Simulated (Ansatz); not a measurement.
C₂H₈AsN⁺, that is AsH2(NMe2) with one electron fewer. Total charge 1; doublet. Geometry B3LYP-D4/def2-SVP, that of the neutral singlet; atoms count from 1.

Cartesian coordinates in Å:
```
As 0.599 -1.828 -0.264
H -0.407 -2.219 0.854
H -0.423 -2.194 -1.344
N 0.279 0.008 -0.357
C -1.095 0.462 -0.322
C 1.178 0.821 0.443
H -1.576 0.348 0.676
H -1.704 -0.095 -1.051
H -1.144 1.533 -0.593
H 2.212 0.453 0.354
H 1.163 1.864 0.079
H 0.919 0.849 1.526
```

Problem. Estimate the Mulliken populations from the PBE0/def2-TZVP orbitals of Ansatz.

Solution. 
| atom | charge (e) | spin (α − β) |
| --- | --- | --- |
| As1 | 0.11 | -0.04 |
| H2 | 0.14 | 0.08 |
| H3 | 0.14 | 0.01 |
| N4 | 0.01 | 0.79 |
| C5 | -0.32 | -0.03 |
| C6 | -0.33 | -0.03 |
| H7 | 0.22 | 0.08 |
| H8 | 0.19 | 0.01 |
| H9 | 0.20 | 0.02 |
| H10 | 0.21 | 0.00 |
| H11 | 0.21 | 0.03 |
| H12 | 0.22 | 0.08 |
Mulliken values depend strongly on the basis.

Problem. Where does the spin sit?

Solution. Summed by element: As -0.04, H 0.30, N 0.79, C -0.06, of 1 unpaired in all. Largest on single atoms: N4 0.79, H2 0.08, H12 0.08.

Problem. And the Mayer bond orders between heavy atoms (over 0.3)?

Solution. As1–N4 0.85 (1.87 Å); N4–C5 0.98 (1.45 Å); N4–C6 0.98 (1.45 Å).
